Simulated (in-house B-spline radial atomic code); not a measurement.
Spin-orbit splittings of orbital energies (j = l + 1/2 less j = l - 1/2) and ratios of mean radii (lower j over upper j) along the 54-electron series, configuration [Kr] 4d10 5s2 5p6. Computed with a radial B-spline atomic code at the basis-set limit: Dirac-Hartree-Fock, average of the configuration, finite nuclei.

```
 ion   Z  splitting of 5p (eV)  radius ratio of 5p  splitting of 4p (eV)  radius ratio of 4p  splitting of 3d (eV)  radius ratio of 3d
  Xe  54                1.4359             0.95302                12.781             0.96661                13.232              0.9872
 Cs+  55                1.8384              0.9589                14.294             0.96582                 14.54             0.98674
Ba2+  56                     ?                   ?                     ?                   ?                     ?                   ?
La3+  57                     ?                   ?                     ?                   ?                     ?                   ?
Ce4+  58                3.4141             0.96398                19.696             0.96328                19.062             0.98531
Pr5+  59                4.0652             0.96436                21.814             0.96238                20.784             0.98481
```

Task: Fill in the row of Ba2+.

Result: splitting of 5p (eV): 2.303; radius ratio of 5p: 0.96169; splitting of 4p (eV): 15.945; radius ratio of 4p: 0.96501; splitting of 3d (eV): 15.945; radius ratio of 3d: 0.98628.

Task: Fill in the row of La3+.

Result: splitting of 5p (eV): 2.8276; radius ratio of 5p: 0.96318; splitting of 4p (eV): 17.743; radius ratio of 4p: 0.96416; splitting of 3d (eV): 17.45; radius ratio of 3d: 0.9858.

Task: With what power of Z does the column «splitting of 3d (eV)» change over this range?

Result: A fit of the logarithm of its size against log Z from Z = 54 to 59 has slope 5.10. An unscreened hydrogenic electron would give 4 at low Z; screening makes the apparent power larger near the neutral end, and relativity raises it again at high Z.
